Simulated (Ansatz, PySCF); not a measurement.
Gas-phase reaction R1 → 2 P1, each structure at its B3LYP-D3(BJ)/def2-TZVP stationary point, reached from a drawn start (curvature not checked).
R1: As4 (SMILES [As]12[As]3[As]1[As]23), charge 0, multiplicity 1.
P1: As2 (SMILES [As]#[As]), charge 0, multiplicity 1.

P less R. No zero-point or thermal terms; no spin–orbit coupling.

Correlated levels freeze the cores. In cc and def2 sets filled d and f shells under p-block atoms count as core. CBS: X⁻³ extrapolation of the correlation energy, Hartree–Fock from the larger set.

Programs: Ansatz (Gaussian orbitals); PySCF for the D3/D4 terms. No computed number here is a measurement.

The comparison value is 245.5 kJ/mol (CCSD(T)/CBS(cc-pVTZ, cc-pVQZ)). It is a level with limits of its own, not the exact answer.

Q: Order these levels by how close they come to the comparison value for the reaction energy, closest first: BHLYP-D4/def2-TZVPP, r2SCAN/def2-TZVPP, PBE-D4/def2-TZVPP, PBE0-D3(BJ)/def2-TZVPP, r2SCAN-D3(BJ)/def2-TZVPP. Give each level's value less the comparison value.

A: BHLYP-D4/def2-TZVPP (12.2 kJ/mol), r2SCAN/def2-TZVPP (34.7 kJ/mol), r2SCAN-D3(BJ)/def2-TZVPP (38.1 kJ/mol), PBE-D4/def2-TZVPP (43.7 kJ/mol), PBE0-D3(BJ)/def2-TZVPP (58.4 kJ/mol)

Ansatz is a program for electronic structure.
